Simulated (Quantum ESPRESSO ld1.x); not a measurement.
Results of a calculation; reference values are marked as such.
Problem. Sc IV, 18 electrons, occupied as [Ar] (the NIST ground configuration). Level of theory: scalar-relativistic Kohn-Sham, exchange-only LDA, spin-polarised, spherical densities, point nucleus (ld1.x of Quantum ESPRESSO 7.5). Some entries of the table are withheld. Estimate them.

| orbital | occ. | eigenvalue (eV) | <r> (bohr) |
|---|---|---|---|
| 1s | 2 | (1) | (2) |
| 2s | 2 | -504.047 | (3) |
| 2p | 6 | -419.017 | 0.3083 |
| 3s | 2 | -84.4106 | 1.059 |
| 3p | 6 | -62.8867 | (4) |

Solution. 
(1) 1s eigenvalue (eV): -4415.00
(2) 1s <r> (bohr): 0.07320
(3) 2s <r> (bohr): 0.3447
(4) 3p <r> (bohr): 1.133
